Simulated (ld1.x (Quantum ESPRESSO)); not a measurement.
**Which change was made? (Sn, RRKJ)**

ld1.x (Quantum ESPRESSO) 7.5 input, shortened:

```
&input
   title='Sn', zed=50., rel=1, dft='PBE', iswitch=3,
   config='[Kr] 4d10 5s1.75 5p2.25'
 /
 &inputp
   pseudotype=2, tm=.false., rho0=0.005, lloc=1,
   nlcc=.true., new_core_ps=.true., rcore=1.35
 /
2
5S  1  0   1.75   0.00  2.10  2.10  0.0
5P  2  1   2.25   0.00  2.25  2.25  0.0
 &test
   configts(1)='5s1.75 5p2.25'
 /
```

Cutoffs, loose and tight: the cutoffs (Ry, on a coarse ladder) from which the occupation-weighted sum of valence levels, in a spherical-Bessel basis at the reference potential, stays within 10 and 1 mRy of its value at 400 Ry. They do not see the model core or the augmentation charge, which bear on the density cutoff. Test errors are all-electron minus pseudo excitation energies from the reference, over the configurations 5s2 5p2; 5s2 5p1; 5s2 5p0; 5s1 5p3; 5s1 5p0; 5s0 5p4; 5s2 5p2.3; variants that change the core or the reference have their own tests. The largest error is taken over the tests solved by every variant that gives reliable tests at all, those not shown here included: 5s0 5p4; 5s1 5p3; 5s2 5p1.

The base gives: outcome: generated; cutoff, loose: 30 Ry; cutoff, tight: 40 Ry; bound ghosts: none; largest test error (meV): -43.

Question: After one change the result is: outcome: generated; cutoff, loose: 30 Ry; cutoff, tight: 40 Ry; bound ghosts: none; largest test error (meV): -18. Which change was it?
A. wave 5p (bound): rc 2.25 bohr becomes 5p (bound): rc 3.06 bohr
B. wave 5p (bound): rc 2.25 bohr becomes 5p (bound): rc 1.70 bohr
C. wave 5p (bound): rc 2.25 bohr becomes 5p (bound): rc 1.54 bohr
D. wave 5p (bound): rc 2.25 bohr becomes 5p (bound): rc 1.92 bohr

Answer: A. The others give: wave 5p (bound): rc 2.25 bohr becomes 5p (bound): rc 1.92 bohr → outcome: generated; cutoff, loose: 30 Ry; cutoff, tight: 40 Ry; bound ghosts: s; largest test error (meV): -34 | wave 5p (bound): rc 2.25 bohr becomes 5p (bound): rc 1.54 bohr → outcome: generated; cutoff, loose: 100 Ry; cutoff, tight: 140 Ry; bound ghosts: s; largest test error (meV): -40 | wave 5p (bound): rc 2.25 bohr becomes 5p (bound): rc 1.70 bohr → outcome: generated; cutoff, loose: 35 Ry; cutoff, tight: 80 Ry; bound ghosts: s; largest test error (meV): -25.
